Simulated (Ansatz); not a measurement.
A nudged elastic band was laid between two geometries of CH$_{5}$AlClO (9 atoms, charge 1, multiplicity 1).

Method: Ansatz 0.2.0, RKS BHLYP-D4/def2-SVP.

| Property | Result |
| --- | --- |
| movable images | 5 |
| climbing image | yes |
| spring | 5.0 eV/Å² |
| optimiser | quadratic models (default) |
| start path | IDPP |
| force threshold | 0.05 eV/Å |
| iteration limit | 60 |
| end points | relaxed |

First end point:

```xyz
9
Properties=species:S:1:pos:R:3
O 1.276 0.545 -0.479
C -0.169 0.101 -0.591
Al -0.839 -0.752 1.108
Cl -2.670 -1.657 0.864
H 1.664 0.971 -1.258
H 1.534 1.011 0.328
H -0.731 0.981 -0.912
H -0.141 -0.613 -1.415
H 0.075 -0.588 2.354
```

Last end point:

```xyz
9
Properties=species:S:1:pos:R:3
O 1.137 0.829 -0.418
C -0.133 0.027 -0.609
Al -0.909 -0.606 1.140
Cl -2.790 -1.410 0.922
H 1.581 1.146 -1.218
H 1.783 0.493 0.220
H -0.795 0.734 -1.110
H 0.118 -0.773 -1.310
H 0.008 -0.441 2.384
```

Q: What changes between the two ends?

A: No bond is made or broken. The height of O1 over the plane of its neighbours goes from 0.25 to -0.25 Å. The two ends are copies of one structure, up to a mirror image or an exchange of like atoms.

Q: Give the energies along the band, and the barrier.

A: The forces met the threshold. The highest image is number 3 of 0 to 6, 0.8 kcal/mol above the ends, which have the same energy within 2 meV. A vibrational analysis at the climbing image gives one clearly imaginary mode, 406i cm⁻¹: a first-order saddle point. Limits of this set-up: the dipole of an ion depends on the origin.

```
image  path coordinate (Å)  energy (kcal/mol)  height of O1 over the plane of its neighbours (Å)
    0                 0.00                0.0                                               0.25
    1                 0.18                0.1                                               0.24
    2                 0.37                0.3                                               0.18
    3                 0.55                0.8                                               0.00
    4                 0.73                0.3                                              -0.17
    5                 0.90                0.1                                              -0.24
    6                 1.08                0.0                                              -0.25
```

Q: What is the geometry of the highest image?

A: 
```xyz
9
Properties=species:S:1:pos:R:3:forces:R:3
O 1.192 0.685 -0.473 -0.03 -0.02 0.02
C -0.167 0.055 -0.630 -0.01 0.00 -0.02
Al -0.876 -0.669 1.109 0.02 0.01 -0.01
Cl -2.729 -1.542 0.953 0.01 0.00 0.00
H 1.665 1.078 -1.218 0.00 0.00 0.01
H 1.650 0.726 0.375 0.01 0.01 0.00
H -0.791 0.847 -1.046 0.00 0.01 -0.01
H -0.026 -0.719 -1.386 0.00 0.00 -0.01
H 0.082 -0.460 2.317 0.00 0.00 0.01
```

Q: What are the harmonic wavenumbers there?

A: 406i, 81, 86, 230, 244, 426, 549, 609, 683, 690, 822, 967, 1271, 1337, 1496, 1677, 2077, 3184, 3265, 3811, 3922 cm⁻¹.

Time of the run: 96 s on 1 thread of AMD EPYC 7R43 64-Core Processor (Zen 3), on a shared host, peak memory 0.18 GiB.
